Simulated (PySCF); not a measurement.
Species: C6H7N2S (doublet state).
Z-matrix (Å and degrees, GFN2-xTB geometry), rows numbered from 1:
```
C 
C   1  1.3569
C   2  1.4965  1  120.65
C   2  1.4125  1  119.75  3   179.96
C   4  1.3992  2  127.18  1   180.00
C   5  1.4400  4  123.68  2   180.00
N   6  1.2986  5  114.11  4   179.93
S   7  1.6409  6  108.54  5     0.02
N   5  1.3418  4  125.95  2    -0.07
H   1  1.0766  2  121.67  3  -179.96
H   1  1.0757  2  121.53  3    -0.01
H   3  1.0867  2  110.87  1    -0.09
H   3  1.0877  2  110.05  1   121.10
H   3  1.0877  2  110.09  1  -121.31
H   4  1.0814  2  117.35  1     0.00
H   6  1.0750  5  125.55  4    -0.01
```

The hyperfine couplings belong to this conformer and change with its torsions.

Identity: `C=C(C)[CH]c1cnsn1` [radical].

Method: PySCF 2.14.0, UKS B3LYP, pcH-1 on C H N S, non-relativistic, mean-field spin-orbit, GIAO. One conformer (not necessarily the lowest) at the GFN2-xTB geometry, without solvent, vibrations or thermal averaging. Couplings are sensitive to structure, and on GFN2-xTB geometries they can be far from those on DFT ones. The SCF solution wasn't tested for stability. ⟨S²⟩ is 0.782 where a pure state has 0.75.

(1) Match the computed a_iso(13C) values +47.6, +40.4, -38.9, -32.9, +8.8, +4.3 MHz with the sites C1; C2; C3; C4; C5; C6.

(2) Match the computed a_iso(14N) values +9.8, -2.7 MHz with the sites N7; N9.

## Answers

(1) 
```json
{"site": "C1", "a_iso (MHz)": "+40.4", "ρ(0) (bohr⁻³)": "+0.0360", "position": "a main spin site", "distance from C4 (Å)": "2.40", "spin population": "+0.51", "largest |T| (MHz)": "76.3"}
{"site": "C2", "a_iso (MHz)": "-38.9", "ρ(0) (bohr⁻³)": "-0.0346", "position": "1 bond from C1", "distance from C4 (Å)": "1.41", "spin population": "-0.21", "largest |T| (MHz)": "24.4"}
{"site": "C3", "a_iso (MHz)": "+4.3", "ρ(0) (bohr⁻³)": "+0.0038", "position": "2 bonds from C1", "distance from C4 (Å)": "2.51", "spin population": "+0.01", "largest |T| (MHz)": "1.1"}
{"site": "C4", "a_iso (MHz)": "+47.6", "ρ(0) (bohr⁻³)": "+0.0425", "position": "largest spin population", "distance from C4 (Å)": "0.00", "spin population": "+0.56", "largest |T| (MHz)": "88.2"}
{"site": "C5", "a_iso (MHz)": "-32.9", "ρ(0) (bohr⁻³)": "-0.0293", "position": "1 bond from C4", "distance from C4 (Å)": "1.40", "spin population": "-0.14", "largest |T| (MHz)": "16.4"}
{"site": "C6", "a_iso (MHz)": "+8.8", "ρ(0) (bohr⁻³)": "+0.0078", "position": "2 bonds from C4", "distance from C4 (Å)": "2.50", "spin population": "+0.07", "largest |T| (MHz)": "11.6"}
```

(2) 
| site | a_iso (MHz) | ρ(0) (bohr⁻³) | position | distance from C4 (Å) | spin population | largest \|T\| (MHz) |
| --- | --- | --- | --- | --- | --- | --- |
| N7 | -2.7 | -0.0082 | 3 bonds from C4 | 3.61 | -0.06 | 4.8 |
| N9 | +9.8 | +0.0299 | 2 bonds from C4 | 2.44 | +0.22 | 22.2 |

ρ(0) is the spin density at the nucleus and T the dipolar tensor; a_iso includes a spin–orbit part; entries for several nuclei are means. The largest Mulliken spin populations are on C4 (+0.56), C1 (+0.51), N9 (+0.22) and C2 (-0.21). Three atoms exceed +0.15. The positive populations add up to 1.49 and the negative ones to -0.49, together 2S = 1. The angles at C4 add up to 360.0°, so it is planar. Main spin sites, with 60 % or more of the largest population: C1, C4; positions count bonds from the nearest.

Nuclei that the bonding pattern makes equivalent are averaged, as if the motion that swaps them (rotation, inversion, ring flip) were fast. The three 1H nuclei of mean -10.2 MHz run from -14.5 to -1.8 MHz in the frozen geometry.

C4, the radical centre as drawn in `C=C(C)[CH]c1cnsn1`, holds a spin population of +0.56 out of 1.
